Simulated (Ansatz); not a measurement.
B8⁻. The state is a doublet with charge -1. Geometry PBE-D4/def2-SVPD; atoms count from 1.

```xyz
8

B     0.7243   -0.9819    1.3333
B     0.3459    0.5195    1.6751
B    -0.0009   -0.0001    0.0004
B     0.5649   -1.7393   -0.0098
B    -0.3004    1.6246    0.7511
B    -0.0251   -1.1912   -1.3451
B    -0.7147    1.5096   -0.7346
B    -0.5940    0.2588   -1.6704
```

The structure comes from a short search, and lower isomers may exist.

(1) Estimate the Mulliken populations from the PBE0/def2-TZVPD orbitals of Ansatz.

(2) Where does the spin sit?

(3) And the Mayer bond orders between heavy atoms (over 0.3)?

Results:

(1) 
```csv
atom,charge (e),spin (α − β)
B1,-0.16,0.15
B2,-0.13,0.26
B3,0.18,-0.03
B4,-0.22,0.02
B5,-0.18,0.11
B6,-0.14,0.21
B7,-0.21,0.04
B8,-0.14,0.24
```
Mulliken values depend strongly on the basis. With diffuse functions, as here, like atoms can get unlike values, and bond orders can come out too low or too high.

(2) Summed by element: B 1.00, of 1 unpaired in all. Largest on single atoms: B2 0.26, B8 0.24, B6 0.21.

(3) B1–B2 1.23 (1.59 Å); B1–B3 0.42 (1.81 Å); B1–B4 1.34 (1.55 Å); B2–B3 0.41 (1.79 Å); B2–B5 1.24 (1.58 Å); B3–B4 0.43 (1.83 Å); B3–B5 0.43 (1.81 Å); B3–B6 0.41 (1.80 Å); B3–B7 0.43 (1.82 Å); B3–B8 0.41 (1.79 Å); B4–B6 1.29 (1.56 Å); B5–B7 1.36 (1.55 Å); B6–B8 1.22 (1.59 Å); B7–B8 1.26 (1.57 Å).
